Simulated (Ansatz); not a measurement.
`C[SiH2][Al]([F])[SiH3]`, relaxed with RKS PBE0-D4/def2-TZVP in Ansatz from a PBE-D4/def2-SVP geometry. The force threshold is 0.005 eV/Å; the program also tests the step.

The species carries charge 0 and has multiplicity 1.

Start:

```xyz
13

C     1.959   -0.344   -0.965
Si    1.549   -0.057    0.870
Al   -0.836    0.457    1.202
F    -1.304    1.100    2.695
Si   -2.653    0.126   -0.431
H     1.774    0.573   -1.561
H     1.335   -1.157   -1.388
H     3.024   -0.625   -1.090
H     2.416    1.048    1.429
H     1.885   -1.303    1.660
H    -2.215   -0.799   -1.541
H    -3.898   -0.455    0.192
H    -3.037    1.437   -1.074
```

```json
{"step": "1", "energy (eV)": "-26227.2659", "largest force (eV/Å)": "0.631", "largest move (Å)": "0.000"}
{"step": "2", "energy (eV)": "-26227.3049", "largest force (eV/Å)": "0.419", "largest move (Å)": "0.030"}
{"step": "3", "energy (eV)": "-26227.3119", "largest force (eV/Å)": "0.057", "largest move (Å)": "0.021"}
{"step": "4", "energy (eV)": "-26227.3122", "largest force (eV/Å)": "0.054", "largest move (Å)": "0.040"}
{"step": "5 (rejected)", "energy (eV)": "-26227.3119", "largest force (eV/Å)": "0.111", "largest move (Å)": "0.028"}
{"step": "6", "energy (eV)": "-26227.3129", "largest force (eV/Å)": "0.016", "largest move (Å)": "0.014"}
{"step": "7", "energy (eV)": "-26227.3130", "largest force (eV/Å)": "0.005", "largest move (Å)": "0.014"}
{"step": "8", "energy (eV)": "-26227.3131", "largest force (eV/Å)": "0.006", "largest move (Å)": "0.009"}
{"step": "9", "energy (eV)": "-26227.3131", "largest force (eV/Å)": "0.007", "largest move (Å)": "0.009"}
{"step": "10", "energy (eV)": "-26227.3131", "largest force (eV/Å)": "0.007", "largest move (Å)": "0.023"}
{"step": "11", "energy (eV)": "-26227.3132", "largest force (eV/Å)": "0.009", "largest move (Å)": "0.029"}
{"step": "13", "energy (eV)": "-26227.3133", "largest force (eV/Å)": "0.021", "largest move (Å)": "0.023"}
{"step": "15", "energy (eV)": "-26227.3134", "largest force (eV/Å)": "0.016", "largest move (Å)": "0.014"}
{"step": "17", "energy (eV)": "-26227.3135", "largest force (eV/Å)": "0.031", "largest move (Å)": "0.035"}
{"step": "19", "energy (eV)": "-26227.3136", "largest force (eV/Å)": "0.033", "largest move (Å)": "0.019"}
{"step": "21 (rejected)", "energy (eV)": "-26227.3134", "largest force (eV/Å)": "0.047", "largest move (Å)": "0.077"}
{"step": "23", "energy (eV)": "-26227.3136", "largest force (eV/Å)": "0.012", "largest move (Å)": "0.013"}
{"step": "25", "energy (eV)": "-26227.3137", "largest force (eV/Å)": "0.005", "largest move (Å)": "0.002"}
{"step": "27", "energy (eV)": "-26227.3137", "largest force (eV/Å)": "0.008", "largest move (Å)": "0.011"}
{"step": "29", "energy (eV)": "-26227.3137", "largest force (eV/Å)": "0.005", "largest move (Å)": "0.017"}
{"step": "30", "energy (eV)": "-26227.3137", "largest force (eV/Å)": "0.005", "largest move (Å)": "0.002"}
```

End:

```xyz
13

C     1.943   -0.391   -0.949
Si    1.554   -0.009    0.853
Al   -0.851    0.335    1.231
F    -1.329    0.731    2.768
Si   -2.647    0.183   -0.444
H     1.635    0.430   -1.599
H     1.422   -1.293   -1.279
H     3.015   -0.549   -1.088
H     2.307    1.207    1.282
H     2.032   -1.130    1.716
H    -2.277   -0.774   -1.527
H    -3.951   -0.251    0.130
H    -2.855    1.511   -1.093
```

It took 2.2 min on 4 threads of an Arm Neoverse V1 on a shared host, with 0.66 GiB of host memory at the peak.
